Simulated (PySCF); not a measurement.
## Simulated characterisation data

PySCF calculation with shielding tensors at PBE0/pcSseg-1 (GIAO), geometry from GFN2-xTB and J couplings at B3LYP/pcJ-1 (spin–dipole term left out of most H,H and C,H couplings); in vacuum, a single conformation, one averaged value for each set of equivalent atoms, non-relativistic.

Referencing at the same level of theory: ¹H (σref 31.72), ¹³C (σref 186.93) vs TMS. Multiplet labels drop J under 1 Hz and among equivalent protons, and merge close values. Unscaled 3J(H,H) run several per cent high. Where no couplings were computed, multiplicities follow the n + 1 count of equivalent neighbours, and m marks all less simple cases (inequivalent or close neighbours, rings, F or P nearby). Shifts are as computed. Against solution values, carbons near 30 ppm lie about +3 ppm off and those near 130 ppm about +5 ppm. Of 1211 compounds with measured shifts, 218 miss one by over three times the rms of a fit or turn the order of signals round; such compounds aren't used in these exercises.

**1.** SMILES Cc1nncc(C#N)c1C, C$_{7}$H$_{7}$N$_{3}$. ¹H NMR (600 MHz, computed): δ 9.45 (s, 1H), 2.93 (s, 3H), 2.58 (s, 3H). ¹³C{¹H} NMR (computed): δ 163.6, 155.1, 142.8, 121.4, 115.7, 23.9, 19.6.

**2.** SMILES C1=C[C@@H]2C[C@@H]2C1, C$_{6}$H$_{8}$. ¹H NMR (600 MHz, computed): δ 6.25 (dq, J = 6.7, 3.0 Hz, 1H), 5.53 (dt, J = 6.7, 3.0 Hz, 1H), 2.74 (m, 1H), 2.45 (dq, J = 19.0, 3.3 Hz, 1H), 1.85 (m, 1H), 1.63 (tdd, J = 8.7, 6.4, 4.3 Hz, 1H), 0.85 (td, J = 8.6, 5.2 Hz, 1H), -0.37 (ddd, J = 5.2, 4.3, 3.3 Hz, 1H). ¹³C{¹H} NMR (computed): δ 143.9, 135.7, 41.0, 28.3, 19.9, 18.7.
